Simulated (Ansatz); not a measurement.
Reaction (formal loss of a carbene): `FCOCC(F)F` → `F[C]F` + `COCF`

Computed with Ansatz on PBE0-D4/def2-TZVP structures; ΔE is electronic, products minus reactants. CCSD(T)/CBS adds triple-zeta CCSD(T) − MP2 to the extrapolated MP2 energy (def2 sets, frozen cores). This one scheme is used for every species. Functionals use def2-TZVPP. B3LYP here is the variant with VWN-RPA as its local correlation; programs differ in this. One conformer a species, not always the lowest.

(1) Is it downhill or uphill in electronic energy at CCSD(T)/CBS, and by how much? (Best estimate.)

(2) What do these levels give: r2SCAN-D4, ωB97X-V, B3LYP, HF/def2-TZVPP, MP2/def2-TZVPP, CCSD/def2-TZVPP? (Best estimate.)

Largest T1 diagnostic among the species: 0.017.

## Answers

(1) Ansatz gave: Uphill: ΔE = +255.2 kJ/mol.

(2) Computed: r2SCAN-D4 265.2, ωB97X-V 259.4, B3LYP 239.5, HF/def2-TZVPP 226.0, MP2/def2-TZVPP 268.1, CCSD/def2-TZVPP 250.7 kJ/mol.

In def2-TZVPP, CCSD(T) changes the Hartree–Fock value by +23.7 kJ/mol (the triples alone add −0.9 kJ/mol) and MP2 by +42.1 kJ/mol. From PBE to PBE0 (25 % exact exchange), in def2-TZVPP and without D4, ΔE moves by +15.8 kJ/mol.
